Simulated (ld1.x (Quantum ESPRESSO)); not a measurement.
# Tb, TM: configuration errors across variants

terbium, norm-conserving Troullier–Martins (Kleinman–Bylander form), made with ld1.x (Quantum ESPRESSO) 7.5 (PBEsol, non-relativistic). Core [Xe], reference 4f9 5d0 6s2 6p0. Waves: 6s (bound): rc 4.10 bohr; 6p (bound, empty): rc 3.25 bohr; 4f (bound): rc 1.00 bohr; 5d (bound, empty): rc 3.50 bohr. Local part: the d channel. Core correction: none.

All-electron excitation energies from the reference (eV): (1) 4f9 5d0 6s1 6p0 5.780; (2) 4f9 5d0 6s0 6p0 16.437; (3) 4f8 5d0 6s0 6p0 45.540; (4) 4f9 5d1 6s0 6p0 6.657.

Tests that are not counted but printed errors over 1 eV. “base”: 4f8 5d0 6s2 6p0 (solver errors, printed error -1054 eV); 4f8 5d1 6s1 6p0 (solver errors, printed error -1.9 eV); 1 more. “wave 5d (bound): rc 3.50 bohr becomes 5d (bound): rc 3.36 bohr”: 4f8 5d0 6s2 6p0 (solver errors, printed error -1054 eV); 4f8 5d1 6s1 6p0 (solver errors, printed error -3.6 eV); 1 more. “wave 4f (bound): rc 1.00 bohr becomes 4f (bound): rc 0.82 bohr”: 4f9 5d0 6s0 6p1 (solver errors, printed error -1.8 eV); 4f8 5d0 6s2 6p0 (solver errors, printed error -1068 eV).

3 further variants failed, have other tests or another functional or relativity, and are left out.

A true bound ghost makes a file unfit for plane-wave use even where its test errors are small: the radial tests pick states by their node count and pass the ghost by. Where a test does run into it, the solver fails or the error is huge.

Errors AE − PS in meV (a dash: test not solved or not reliable):

```csv
change,(1),(2),(3),(4),bound ghosts
base,-5.7,+170,-1453,+59,s
wave 5d (bound): rc 3.50 bohr becomes 5d (bound): rc 3.36 bohr,-5.4,+170,-1459,+51,"s, p"
wave 4f (bound): rc 1.00 bohr becomes 4f (bound): rc 0.82 bohr,-5.7,+170,-1481,+58,s
```

Problem. Give the same row for: wave 6s (bound): rc 4.10 bohr becomes 6s (bound): rc 5.24 bohr.

Solution. -18, +52, -1921, +58; bound ghosts: s, p. Not counted: 4f8 5d0 6s2 6p0 (solver errors, printed error -1060 eV); 4f8 5d1 6s1 6p0 (solver errors, printed error -2.4 eV); 1 more.
